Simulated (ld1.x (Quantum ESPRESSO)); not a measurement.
## Ranking TM potentials for Ge (Z = 32)

All share these settings but for the change named:

Ge, norm-conserving Troullier–Martins (Kleinman–Bylander form), made with ld1.x (Quantum ESPRESSO) 7.5 (PBE, fully relativistic). Core [Ar] 3d10, reference 4s2 4p0 (charge +2). Waves: 4s (bound): rc 1.50 bohr; 4p (bound, empty): rc 1.45 bohr. Local part: all-electron potential smoothed inside 1.20 bohr (lloc = -2). Core correction: a·sin(br)/r model core inside 0.85 bohr.

Open shells are filled in proportion to 2j + 1 (rel_dist='average').

Cutoff: the first of the cutoffs (Ry, on a coarse ladder) from which the occupation-weighted sum of valence levels, in a spherical-Bessel basis at the reference potential, stays within 10 and 1 mRy of its value at 400 Ry; the density cutoff is not measured.

The base gives 30 Ry.

Of 9 variants that were run, those that failed, showed a ghost or another fault, or gave nearly equal values are left out.

A variant can come out equal or close to the base.

Problem. Rank these variants from softest to hardest (loose cutoff).
A. reference 4s2 4p2
B. wave 4s (bound): rc 1.50 bohr becomes 4s (bound): rc 1.64 bohr
C. functional LDA (PZ)

Solution. B (18 Ry), C (30 Ry), A (45 Ry).
